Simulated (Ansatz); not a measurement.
`NB1CC1=O` at its PBE0-D4/def2-TZVP geometry, where that method's forces vanish. The species carries charge 0 and has multiplicity 1.

```xyz
9

N     0.8090    0.8992    1.2073
B     0.2456    0.0765    0.2656
C    -0.9012   -0.1023   -0.7860
C     0.1507   -1.1800   -0.6170
O     0.4949   -2.2021   -1.1359
H     0.4546    1.8200    1.4129
H     1.6127    0.6351    1.7524
H    -0.9921    0.4250   -1.7358
H    -1.8741   -0.3715   -0.3633
```

Problem. What forces (eV/Å) does PBE-D4/def2-TZVPP give on these atoms in the Gaussian-basis code of Ansatz? (Best estimate.)

Solution. Computed: 
```
N1  -0.011  0.002 -0.020
B2  -0.022 -0.185 -0.086
C3  -0.082  0.171  0.001
C4  -0.126  0.656  0.486
O5   0.351 -1.019 -0.538
H6  -0.116  0.376  0.099
H7   0.282 -0.078  0.207
H8  -0.060  0.112 -0.212
H9  -0.217 -0.035  0.064
```
